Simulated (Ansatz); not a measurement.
Computed with Ansatz on PBE0-D4/def2-TZVP structures; ΔE is electronic, products minus reactants. CCSD(T)/CBS is the MP2 limit (def2-TZVPP, def2-QZVPP) plus CCSD(T) − MP2 in def2-TZVPP, frozen cores. Each species was taken in one conformer, which may not be the lowest.

`BCCCCl` + `F[SiH]([SiH3])Cl` → `B[SiH]([SiH3])Cl` + `FCCCCl`  (formal exchange of groups at a B–C bond)

`BCCCCl`:

Z-matrix (Å, degrees):
```
C
C 1 1.520
B 1 1.546 2 118.4
H 1 1.097 2 111.6 3 -132.9
H 1 1.110 2 108.8 3 113.8
C 2 1.511 1 114.3 3 -170.6
H 2 1.094 1 110.1 3 -47.2
H 2 1.097 1 109.7 3 69.5
H 3 1.200 1 121.2 2 18.3
H 3 1.198 1 120.2 2 -165.5
Cl 6 1.790 2 111.9 1 63.9
H 6 1.091 2 111.7 1 -54.9
H 6 1.089 2 111.7 1 -177.2
```

`F[SiH]([SiH3])Cl`:

Cartesian coordinates in Å:
```
F 0.831 0.112 2.092
Si 0.185 0.777 0.792
Si -0.051 -0.832 -0.889
Cl -1.669 1.485 1.302
H 1.021 1.947 0.438
H 1.279 -1.385 -1.256
H -0.662 -0.181 -2.077
H -0.934 -1.922 -0.401
```

`B[SiH]([SiH3])Cl`:

Z-matrix (Å, degrees):
```
Si
Si 1 2.353
Cl 1 2.073 2 107.5
B 1 1.990 2 107.4 3 123.1
H 1 1.489 2 108.3 3 -115.5
H 2 1.488 1 109.7 3 174.7
H 2 1.486 1 110.0 3 -65.4
H 2 1.486 1 109.3 3 54.6
H 4 1.193 1 123.0 2 -104.1
H 4 1.197 1 118.3 2 71.4
```

`FCCCCl`:

```xyz
11

F     0.144    0.206   -1.996
C     0.827    0.524   -0.832
C    -0.130    0.542    0.332
C    -0.796   -0.789    0.594
Cl    0.378   -2.026    1.130
H     1.288    1.505   -0.974
H     1.610   -0.226   -0.691
H    -0.916    1.280    0.133
H     0.408    0.873    1.225
H    -1.540   -0.710    1.385
H    -1.271   -1.178   -0.305
```

```csv
species,SCS-MP2/def2-TZVPP energy (Eh)
`BCCCCl`,-603.31402
`F[SiH]([SiH3])Cl`,-1140.01497
`B[SiH]([SiH3])Cl`,-1066.15303
`FCCCCl`,-677.08677
```

Task: Work out ΔE.

Result: ΔE = (-1066.15303) + (-677.08677) − (-603.31402) − (-1140.01497) = 0.08919 Eh = +234.2 kJ/mol. CCSD(T)/CBS gives +230.0 kJ/mol.

Largest T1 diagnostic among the species: 0.012.

From PBE to PBE0 (25 % exact exchange), in def2-TZVPP and without D4, ΔE moves by +6.2 kJ/mol.
